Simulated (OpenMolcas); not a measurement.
# Pd2+: effect of the metal basis and ligand basis

Pd2+ with 6 ligands (bromide) in octahedral coordination (Oh) at 2.77 Å. A charge of +0.667 e stands 2.4 Å behind each ligand.

| Item | Value |
| --- | --- |
| Program | OpenMolcas |
| Method | CASSCF |
| Spin-orbit coupling | state interaction with AMFI integrals over the reference wave functions |

Fixed: active space 8 electrons in 5 orbitals (4d), DKH2 Hamiltonian.

States (labels of O, the rotations of Oh). Energies in cm-1 above the lowest state or level, χT in cm3 K/mol.

```
Run   Metal basis  Ligand basis  Ground state  First state of that spin  First gap with spin-orbit (degeneracies)  χT at 300 K  First state of another spin                     Cost
  A  ANO-RCC-VDZP  ANO-RCC-VDZP           3A2                  3T2 5583                               4826 (3, 2)        1.810                     1E 11839  roughly 80 core-seconds
  B  ANO-RCC-VTZP  ANO-RCC-VTZP           3A2                  3T2 5389                               4667 (3, 2)        1.835                     1E 12039   roughly 6 core-minutes
```

Against A, the first state of the same spin changes by -3.5 % in B.

Costs are those of the RASSCF and RASSI steps.

Without dynamic correlation the repulsion within the d shell is too large (B by tens of per cent), so at a given field states of lower spin stand too high. Real 4d8 and 5d8 ions are as a rule square planar and diamagnetic. With metal d orbitals alone the field can be off either way by tens of per cent. Ligand-to-metal charge-transfer states are missing. With no ligand orbital active B as a rule stays too high, so bands that hang on it stand too high and its fall with covalency is understated. No measured value stands beside these numbers; the geometry was imposed, not optimised, and the real ion may take another.
